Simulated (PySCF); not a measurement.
PySCF 2.14 output of a UHF calculation on a single atom or ion in cc-pVTZ (7s6p4d2f1g, 68 functions), with no relativity, point nucleus:

```
SCF conv_tol = 1e-09
number electrons alpha = 14  beta = 9
cycle= 1 E= -1149.10923061994  delta_E= -7.28e-12  |g|= 1.81e-06  |ddm|= 8e-06
converged SCF energy = -1149.10923061994  <S^2> = 8.7506945  2S+1 = 6.0002315
```

The run itself started from symmetry-adapted Hartree-Fock orbitals and held the occupation by maximum overlap, so the iterations belong to that start.

**Question.** Which element, charge and spin multiplicity is this?

**Answer.** Mn²⁺ (manganese, charge +2), multiplicity 6; the state was [Ar] 3d5, high-spin 6S determinant.
